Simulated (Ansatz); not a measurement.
Li₆H₇ (the lowest doublet isomer of a short search). Total charge 0; doublet. Geometry PBE0-D4/def2-TZVP, basis def2-TZVP, Ansatz.

Cartesian coordinates in Å:
```
Li 0.247 0.015 -1.771
Li -2.118 -0.685 -0.832
Li -0.756 -0.516 2.501
Li -0.642 0.997 0.432
Li 0.145 -1.719 0.430
Li 1.442 0.126 1.632
H -1.276 0.831 -1.280
H 1.382 1.340 -2.835
H 0.961 -0.025 -0.118
H -1.514 -0.750 0.863
H 1.391 0.752 -3.305
H -0.001 1.093 2.149
H 0.739 -1.460 2.134
```

| run | HOMO (eV) | LUMO (eV) |
| --- | --- | --- |
| A | -2.27 | -1.29 |
| B | -2.73 | -1.13 |
| C | -3.10 | -0.79 |
| D | -2.88 | -1.00 |
| E | -2.78 | -0.93 |
| F | -2.56 | -1.07 |

B3LYP takes the VWN-RPA correlation. HSE06 is defined as in plane-wave codes, on full-range PBE exchange. In the doublet, H8 and H11 lie 0.75 Å apart (atoms count from 1), so H2 has formed as a molecule. The structure comes from a short search, and lower isomers may exist.

HOMO and LUMO are taken over both spins.

**Question.** The runs used B3LYP, BLYP, HSE06, PBE0, r2SCAN, r2SCANh. Estimate which is which.

**Answer.** A BLYP (0 % exact exchange); B HSE06 (range-separated); C PBE0 (25 % exact exchange); D B3LYP (20 % exact exchange); E r2SCANh (10 % exact exchange); F r2SCAN (0 % exact exchange). Exact exchange lowers occupied and raises empty levels; among semilocal functionals meta-GGAs tend to open the gap a little, and such runs are hard to tell apart. The gap grows from 0.99 eV (BLYP) to 2.31 eV (PBE0).
